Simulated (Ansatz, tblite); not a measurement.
Cost and result up the ladder for SiSn2⁻ (3 atoms). Total charge -1; doublet. Geometry: r2SCAN-D4/def2-TZVPD.

Cartesian coordinates in Å:
```
Si 1.0028 0.8543 0.2870
Sn 0.1484 -1.4681 0.6908
Sn -1.1512 0.6139 -0.9778
```

Ansatz on 4 threads of Intel Xeon 6975P-C on a shared host; xTB runs through tblite on one thread. Times are rough, summed over both states, and most runs start from the orbitals of an earlier one. No level here is sound enough to serve as a yardstick. The other state is a singlet.

In the def2 sets Sn takes a core potential; there is no spin–orbit coupling. The xTB rows come from tblite. Correlated methods freeze 13 core orbitals; core or outer-core shells of Sn are correlated, in sets that lack core-valence functions. The structure comes from a short search, and lower isomers may exist.

Run but left out: HF/def2-TZVPPD (neutral singlet: restricted singlet, unstable towards broken spin symmetry).

Correlated methods converge slowly with the basis.

Raw xTB energies of ions are shifted by several eV, and xTB has no spin-polarisation term.

```csv
level,functions,wall time
GFN2-xTB,27,0.006 s
PBE-D4/def2-TZVPD,155,1.9 s
PBE0-D4/def2-TZVPD,155,3.2 s
r2SCAN-D4/def2-TZVPD,155,4.1 s
CCSD(T)/def2-TZVPPD,160,39 s
```

(1) Estimate what each level gives for the vertical IE (eV).

Results:

(1) 
| level | vertical IE (eV) | remarks |
| --- | --- | --- |
| GFN2-xTB | 3.83 | – |
| PBE-D4/def2-TZVPD | 2.13 | HOMO above zero (-1 doublet), restricted SCF unstable in HF (singlet) |
| PBE0-D4/def2-TZVPD | 2.25 | restricted SCF unstable in HF (singlet) |
| r2SCAN-D4/def2-TZVPD | 2.30 | restricted SCF unstable in HF (singlet) |
| CCSD(T)/def2-TZVPPD | 2.11 | large T1 (0.023) (singlet), restricted SCF unstable (singlet), spin-contaminated (⟨S²⟩ 0.86) (-1 doublet) |
